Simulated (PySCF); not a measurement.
## Which determinant of MgI lies lowest?

Unrestricted PBE0; Mg def2-SVPD, I def2-SVPD with ECP28; scalar-relativistic core potentials (PySCF 2.14). Outer shells of the fragments: Mg 3s2; I 4d10 5s2 5p5.

Followed along the bond (rough minima from three points):

```json
{"2Ms+1": "2", "unpaired": "σ ↑", "⟨S²⟩ at the start": "0.75", "R at minimum (Å)": "2.63", "Te (eV)": "0.00"}
{"2Ms+1": "4", "unpaired": "σ ↑, π ↑↑", "⟨S²⟩ at the start": "3.75", "R at minimum (Å)": "none in the scan", "Te (eV)": "≤ 4.59"}
```

Solutions found at the starting distance of 2.665 Å, counted from the lowest of them; the search is not exhaustive and high or unbound solutions are not listed, so other states can lie among these:

```tsv
2Ms+1	unpaired	term	E (eV)	⟨S²⟩	⟨Lz²⟩	μ (D)
2	σ ↑	²Σ⁺	0.00	0.75	0.00	-3.63
2	π ↑	²Π	2.89	0.77	1.00	-3.93
2	π ↑	²Π	3.29	0.75	1.01	3.87
4	σ ↑, π ↑↑	mixed	4.80	3.75	2.01	3.12
4	σ ↑, π ↑↑	mixed	4.95	3.75	2.01	3.41
4	σ ↑↑, π ↑	⁴Π	5.84	3.75	1.00	2.47
```

A term symbol is given only where ⟨S²⟩ and ⟨Lz²⟩ are close to those of a pure state; real π, δ and φ orbitals otherwise mix terms. A positive dipole means Mg(−)I(+).

Spin–orbit coupling is left out. Counting both spins, an empty level lies below a filled one in some of these solutions, because spin and occupation are held.
